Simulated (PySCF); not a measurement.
**Bond length, frequency and bond energy of GaH by level of theory**

State: ¹Σ⁺ (singlet), closed shell. Set-up: PySCF, scalar-relativistic core potentials, basis sets Ga cc-pVDZ-PP with ECP10, H cc-pVDZ. De refers to Ga + H in their high-spin ground configurations, without counterpoise correction. A positive dipole means Ga(−)H(+).

| Level | Re (Å) | ωe (cm⁻¹) | De (eV) | μ (D) |
| --- | --- | --- | --- | --- |
| RHF | 1.675 | 1643 | 2.01 | -0.15 |
| RHF-MP2 | 1.667 | 1632 | 2.63 | n/a |
| RHF-SCS-MP2 | 1.670 | 1622 | 2.72 | n/a |
| RHF-CCSD | 1.674 | 1591 | 2.77 | n/a |
| RHF-CCSD(T) | 1.675 | 1584 | 2.79 | n/a |
| PBE | 1.716 | 1484 | 2.82 | -0.52 |
| r²SCAN | 1.685 | 1560 | 2.84 | -0.36 |
| B3LYP | 1.703 | 1520 | 2.91 | -0.53 |
| PBE0 | 1.693 | 1554 | 2.79 | -0.39 |
| r²SCAN0 | 1.676 | 1597 | 2.81 | -0.31 |
| M06-2X | 1.693 | 1588 | 2.83 | -0.30 |
| ωB97X | 1.684 | 1586 | 2.97 | -0.38 |

The bond length runs from 1.667 Å (RHF-MP2) to 1.716 Å (PBE). De spans 2.01 eV (RHF, mean field) to 2.97 eV (ωB97X, range-separated hybrid). Correlation at CCSD(T) changes the Hartree–Fock bond energy by +0.78 eV; the triples alone change it by +0.02 eV.

Correlated steps freeze 4 core orbitals. Correlated levels converge slowly with the basis: in double zeta they bind strong bonds too weakly, by up to about 1 eV, and carry superposition errors of some tenths. Where the molecule has an RHF reference, its open-shell atoms are computed with UHF.
